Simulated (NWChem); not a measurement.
System: CH₄MgOSe; SMILES C[O][Mg][SeH]

NWChem input:

```
start job
memory heap 200 mb stack 900 mb global 1100 mb
geometry units angstroms
  Mg     0.175196    -0.595911    -0.569382
  O      0.653208    -1.648711    -1.783909
  C      1.062660    -2.500941    -2.796456
  H      0.729290    -2.123813    -3.771237
  H      2.156682    -2.582417    -2.808542
  H      0.639121    -3.501541    -2.645144
  Se    -0.375062     1.000458     1.058743
  H     -1.399399     0.175474     1.654347
end
basis spherical
  * library 6-31g*
end
dft
  xc b3lyp
  iterations 150
end
driver
  maxiter 120
end
task dft optimize
task dft freq
```

Parts of the log:

```
             Northwest Computational Chemistry Package (NWChem) 7.3.0
             --------------------------------------------------------

 C1  symmetry detected

                             Geometry "geometry" -> ""
                             -------------------------

 Output coordinates in angstroms (scale by  1.889725989 to convert to a.u.)

  No.       Tag          Charge          X              Y              Z
 ---- ---------------- ---------- -------------- -------------- --------------
    1 Mg                  12.0000    -0.06107214    -0.62635999     0.00527672
    2 O                    8.0000    -0.00374172    -2.30226518     0.00151178
    3 C                    6.0000     0.06802074    -3.68574484    -0.00418968
    4 H                    1.0000     0.41886985    -4.04597843    -0.97922596
    5 H                    1.0000     0.76348010    -4.03567617     0.76882577
    6 H                    1.0000    -0.92068511    -4.11812538     0.19326612
    7 Se                  34.0000     0.04366541     1.71692054    -0.00066246
    8 H                    1.0000    -1.39161383     1.87339220    -0.01061901

 Effective nuclear repulsion energy (a.u.)     255.6583650994

                                Z-matrix (autoz)
                                --------

 Units are Angstrom for bonds and degrees for angles

[...]

      ----------------------
      Optimization converged
      ----------------------

  Step       Energy      Delta E   Gmax     Grms     Xrms     Xmax
  ---- ---------------- -------- -------- -------- -------- --------
@   23   -2717.17932345 -5.7D-09  0.00005  0.00002  0.00048  0.00135
                                     ok       ok       ok       ok

                                Z-matrix (autoz)
                                --------

 Units are Angstrom for bonds and degrees for angles

      Type          Name      I     J     K     L     M      Value     Gradient
      ----------- --------  ----- ----- ----- ----- ----- ---------- ----------
    1 Stretch                  1     2                       1.76460   -0.00001
    2 Stretch                  1     7                       2.42714   -0.00000
    3 Stretch                  2     3                       1.38614    0.00001
    4 Stretch                  3     4                       1.10247    0.00000
    5 Stretch                  3     5                       1.10246   -0.00000
    6 Stretch                  3     6                       1.10246   -0.00000
    7 Stretch                  7     8                       1.48447    0.00000
    8 Bend                     1     3     4               111.64357   -0.00000
    9 Bend                     1     3     5               111.65715   -0.00000
   10 Bend                     1     3     6               111.77201   -0.00000
   11 Bend                     1     7     8                89.77353    0.00000
   12 Bend                     2     7     8                89.96652    0.00000
   13 Bend                     2     3     4               111.70231   -0.00001
   14 Bend                     2     3     5               111.69520    0.00000
   15 Bend                     2     3     6               111.67521    0.00000
   16 Bend                     3     7     8                90.07475   -0.00000
   17 Bend                     4     3     5               107.18244    0.00000
   18 Bend                     4     3     6               107.15655    0.00000
   19 Bend                     5     3     6               107.15062    0.00000
   20 Bend                     7     3     4               111.54196    0.00000
   21 Bend                     7     3     5               111.52686   -0.00000
   22 Bend                     7     3     6               112.00352   -0.00000
   23 Torsion                  3     2     8     7        -179.89364    0.00005
   24 Torsion                  1     2     4     3         179.72052   -0.00001
   25 Torsion                  1     2     5     3        -179.67731   -0.00001
   26 Torsion                  1     2     6     3         179.95680    0.00002
   27 Torsion                  3     4     1     7         178.29149   -0.00001
   28 Torsion                  3     5     1     7        -178.43305   -0.00002
   29 Torsion                  3     6     1     7        -179.85764    0.00003
   30 Torsion                  2     1     8     7         179.99110    0.00005

                         Geometry "geometry" -> "geometry"
                         ---------------------------------

 Output coordinates in angstroms (scale by  1.889725989 to convert to a.u.)

  No.       Tag          Charge          X              Y              Z
 ---- ---------------- ---------- -------------- -------------- --------------
    1 Mg                  12.0000     0.03043430    -0.56033511    -0.02515703
    2 O                    8.0000     0.04630133    -2.32481444    -0.01186998
    3 C                    6.0000     0.06280736    -3.71082756    -0.00261953
    4 H                    1.0000     0.42904714    -4.12055953    -0.95835650
    5 H                    1.0000     0.71648813    -4.10531905     0.79268031
    6 H                    1.0000    -0.94323072    -4.12890679     0.16623559
    7 Se                  34.0000     0.02799718     1.86673020    -0.04457888
    8 H                    1.0000    -1.45292142     1.86019500     0.05784930

 Effective nuclear repulsion energy (a.u.)     247.6817389596

                Final and change from initial internal coordinates
                --------------------------------------------------

                                Z-matrix (autoz)
                                --------

 Units are Angstrom for bonds and degrees for angles

[...]

 Rotational Constants
 --------------------
 A=   3.141691 cm-1  (  4.520091 K)
 B=   0.029174 cm-1  (  0.041973 K)
 C=   0.029063 cm-1  (  0.041815 K)

 Temperature                      =   298.15K
 frequency scaling parameter      =   1.0000

 Zero-Point correction to Energy  =   30.574 kcal/mol  (  0.048722 au)
 Thermal correction to Energy     =   34.837 kcal/mol  (  0.055517 au)
 Thermal correction to Enthalpy   =   35.429 kcal/mol  (  0.056460 au)

 Total Entropy                    =   85.175 cal/mol-K
   - Translational                =   40.593 cal/mol-K (mol. weight = 134.9295)
   - Rotational                   =   25.896 cal/mol-K (symmetry #  =        1)
   - Vibrational                  =   18.686 cal/mol-K

 Cv (constant volume heat capacity) =   18.466 cal/mol-K
   - Translational                  =    2.979 cal/mol-K
   - Rotational                     =    2.979 cal/mol-K
   - Vibrational                    =   12.507 cal/mol-K

[normal modes left out]

 ----------------------------------------------------------------------------
 Normal Eigenvalue ||           Projected Infra Red Intensities
  Mode   [cm**-1]  || [atomic units] [(debye/angs)**2] [(KM/mol)] [arbitrary]
 ------ ---------- || -------------- ----------------- ---------- -----------
    1      -44.823 ||    0.003565           0.082         3.475       0.792
    2       -0.000 ||    0.000610           0.014         0.595       0.136
    3        0.000 ||    0.000085           0.002         0.083       0.019
    4        0.000 ||    0.000000           0.000         0.000       0.000
    5        0.000 ||    0.000044           0.001         0.043       0.010
    6        0.000 ||    0.000116           0.003         0.113       0.026
    7        0.000 ||    0.001555           0.036         1.516       0.345
    8       49.572 ||    0.000341           0.008         0.332       0.076
    9       53.643 ||    0.000055           0.001         0.053       0.012
   10      113.916 ||    0.056661           1.307        55.236      12.583
   11      119.535 ||    0.052693           1.216        51.367      11.701
   12      252.077 ||    0.003694           0.085         3.601       0.820
   13      497.539 ||    0.000521           0.012         0.508       0.116
   14      667.011 ||    0.058767           1.356        57.289      13.050
   15     1203.061 ||    0.000032           0.001         0.031       0.007
   16     1203.250 ||    0.000090           0.002         0.088       0.020
   17     1262.011 ||    0.451931          10.426       440.565     100.360
   18     1527.868 ||    0.065609           1.514        63.959      14.570
   19     1530.321 ||    0.000052           0.001         0.050       0.011
   20     1530.595 ||    0.000271           0.006         0.264       0.060
   21     2380.837 ||    0.036356           0.839        35.441       8.074
   22     2972.672 ||    0.190614           4.398       185.820      42.329
   23     3016.440 ||    0.078557           1.812        76.581      17.445
   24     3016.517 ||    0.078524           1.812        76.549      17.438
 ----------------------------------------------------------------------------

 ===============================================================================
      Negative Nuclear Hessian Mode    1  Eigenvalue =    -44.82 cm**(-1)
 -------------------------------------------------------------------------------
   Raw step length:  0.524 angstroms ;  The Raw step for this mode is:
    1 Mg                  12.0000     0.00040060     0.00002838     0.00370214
    2 O                    8.0000     0.00110306     0.00006859     0.00858601
    3 C                    6.0000    -0.00101906    -0.00006929    -0.00817807
    4 H                    1.0000    -0.18240563     0.00771231    -0.08107199
    5 H                    1.0000     0.14801635    -0.00907627    -0.13520322
    6 H                    1.0000     0.02979752     0.00104278     0.17818440
    7 Se                  34.0000     0.00022283     0.00003536     0.00398371
    8 H                    1.0000    -0.02776328    -0.00338708    -0.40085345

  Geometry after  100.0% step for mode  1; Step length =  0.524 angstroms
   Maximum component (any atom: x,y, or z) displacement:  0.758
    1 Mg                  12.0000     0.03083489    -0.56030673    -0.02145489
    2 O                    8.0000     0.04740438    -2.32474585    -0.00328397
    3 C                    6.0000     0.06178830    -3.71089685    -0.01079760
    4 H                    1.0000     0.24664151    -4.11284722    -1.03942849
    5 H                    1.0000     0.86450448    -4.11439532     0.65747709
    6 H                    1.0000    -0.91343320    -4.12786400     0.34441999
    7 Se                  34.0000     0.02822001     1.86676557    -0.04059517
    8 H                    1.0000    -1.48068469     1.85680793    -0.34300416

  Geometry after -100.0% step for mode  1; Step length =  0.524 angstroms
   Maximum component (any atom: x,y, or z) displacement:  0.758
    1 Mg                  12.0000     0.03003370    -0.56036350    -0.02885917
    2 O                    8.0000     0.04519827    -2.32488303    -0.02045599
    3 C                    6.0000     0.06382642    -3.71075827     0.00555854
    4 H                    1.0000     0.61145276    -4.12827184    -0.87728451
    5 H                    1.0000     0.56847178    -4.09624277     0.92788353
    6 H                    1.0000    -0.97302825    -4.12994957    -0.01194881
    7 Se                  34.0000     0.02777436     1.86669484    -0.04856259
    8 H                    1.0000    -1.42515814     1.86358208     0.45870275

  Geometry after   50.0% step for mode  1; Step length =  0.262 angstroms
   Maximum component (any atom: x,y, or z) displacement:  0.379
    1 Mg                  12.0000     0.03063460    -0.56032092    -0.02330596
    2 O                    8.0000     0.04685286    -2.32478014    -0.00757698
    3 C                    6.0000     0.06229783    -3.71086220    -0.00670856
    4 H                    1.0000     0.33784432    -4.11670338    -0.99889249
    5 H                    1.0000     0.79049630    -4.10985719     0.72507870
    6 H                    1.0000    -0.92833196    -4.12838539     0.25532779
    7 Se                  34.0000     0.02810860     1.86674789    -0.04258703
    8 H                    1.0000    -1.46680306     1.85850147    -0.14257743

  Geometry after  -50.0% step for mode  1; Step length =  0.262 angstroms
   Maximum component (any atom: x,y, or z) displacement:  0.379
    1 Mg                  12.0000     0.03023400    -0.56034930    -0.02700810
    2 O                    8.0000     0.04574980    -2.32484873    -0.01616299
    3 C                    6.0000     0.06331689    -3.71079292     0.00146951
    4 H                    1.0000     0.52024995    -4.12441568    -0.91782050
    5 H                    1.0000     0.64247996    -4.10078091     0.86028192
    6 H                    1.0000    -0.95812948    -4.12942818     0.07714339
    7 Se                  34.0000     0.02788577     1.86671252    -0.04657073
    8 H                    1.0000    -1.43903978     1.86188854     0.25827602

  Geometry after   26.4% step for mode  1; Step length =  0.138 angstroms
   Maximum component (any atom: x,y, or z) displacement:  0.200
    1 Mg                  12.0000     0.03054007    -0.56032762    -0.02417958
    2 O                    8.0000     0.04659256    -2.32479633    -0.00960306
    3 C                    6.0000     0.06253831    -3.71084585    -0.00477874
    4 H                    1.0000     0.38088744    -4.11852329    -0.97976155
    5 H                    1.0000     0.75556819    -4.10771541     0.75698324
    6 H                    1.0000    -0.93536342    -4.12863146     0.21328078
    7 Se                  34.0000     0.02805602     1.86673954    -0.04352708
    8 H                    1.0000    -1.46025162     1.85930073    -0.04798615

  Geometry after  -26.4% step for mode  1; Step length =  0.138 angstroms
   Maximum component (any atom: x,y, or z) displacement:  0.200
    1 Mg                  12.0000     0.03032853    -0.56034261    -0.02613449
    2 O                    8.0000     0.04601009    -2.32483255    -0.01413691
    3 C                    6.0000     0.06307642    -3.71080927    -0.00046031
    4 H                    1.0000     0.47720683    -4.12259577    -0.93695144
    5 H                    1.0000     0.67740807    -4.10292268     0.82837738
    6 H                    1.0000    -0.95109802    -4.12918211     0.11919040
    7 Se                  34.0000     0.02793835     1.86672087    -0.04563068
    8 H                    1.0000    -1.44559121     1.86108928     0.16368475

  Geometry after   13.2% step for mode  1; Step length =  0.069 angstroms
   Maximum component (any atom: x,y, or z) displacement:  0.100
    1 Mg                  12.0000     0.03048718    -0.56033137    -0.02466831
    2 O                    8.0000     0.04644695    -2.32480538    -0.01073652
    3 C                    6.0000     0.06267283    -3.71083671    -0.00369914
    4 H                    1.0000     0.40496729    -4.11954141    -0.96905903
    5 H                    1.0000     0.73602816    -4.10651723     0.77483178
    6 H                    1.0000    -0.93929707    -4.12876913     0.18975818
    7 Se                  34.0000     0.02802660     1.86673487    -0.04405298
    8 H                    1.0000    -1.45658652     1.85974787     0.00493157

  Geometry after  -13.2% step for mode  1; Step length =  0.069 angstroms
   Maximum component (any atom: x,y, or z) displacement:  0.100
    1 Mg                  12.0000     0.03038141    -0.56033886    -0.02564576
    2 O                    8.0000     0.04615571    -2.32482349    -0.01300345
    3 C                    6.0000     0.06294189    -3.71081841    -0.00153992
    4 H                    1.0000     0.45312698    -4.12157765    -0.94765397
    5 H                    1.0000     0.69694810    -4.10412086     0.81052885
    6 H                    1.0000    -0.94716437    -4.12904445     0.14271300
    7 Se                  34.0000     0.02796777     1.86672553    -0.04510478
    8 H                    1.0000    -1.44925631     1.86064214     0.11076702
```

Level: B3LYP/6-31G* (spherical d). This build's default masses of Se (78.918 u) and Br (79.917 u) are each other's, which moves their modes by up to 0.6 %. The optimisation ended at a saddle point (imaginary frequency).
